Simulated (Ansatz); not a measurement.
ZrHF₃, relaxed as a singlet with RKS PBE0-D4/def2-TZVP in Ansatz, starting from the GFN2-xTB geometry. Force threshold 0.02 eV/Å.

In the def2 sets Zr takes a core potential; there is no spin–orbit coupling.

Start:

```xyz
5

Zr   -0.085    0.045   -0.011
H    -1.629    0.872   -0.208
F     0.893   -0.104   -1.597
F    -0.247   -1.705    0.625
F     1.069    0.892    1.191
```

| step | energy (eV) | largest force component (eV/Å) | SCF passes |
| --- | --- | --- | --- |
| 1 | -9449.2977 | 1.568 | 15 |
| 2 | -9449.4180 | 0.978 | 25 |
| 3 | -9449.4678 | 0.511 | 20 |
| 4 | -9449.4774 | 0.051 | 21 |
| 5 | -9449.4777 | 0.001 | 22 |

Force components are those of the run's own axes.

End:

```xyz
5

Zr    0.035   -0.019    0.004
H    -1.582    0.846   -0.202
F     0.855   -0.063   -1.697
F    -0.349   -1.753    0.648
F     1.041    0.989    1.247
```

By distances, no bond broke or formed. The bond that changes most is Zr1–H2, from 1.76 to 1.85 Å (atoms count from 1).

No frequencies were taken in this run, so the end may be a saddle point.

It took 13 s on 2 threads of Intel Xeon Platinum 8259CL on a shared host.
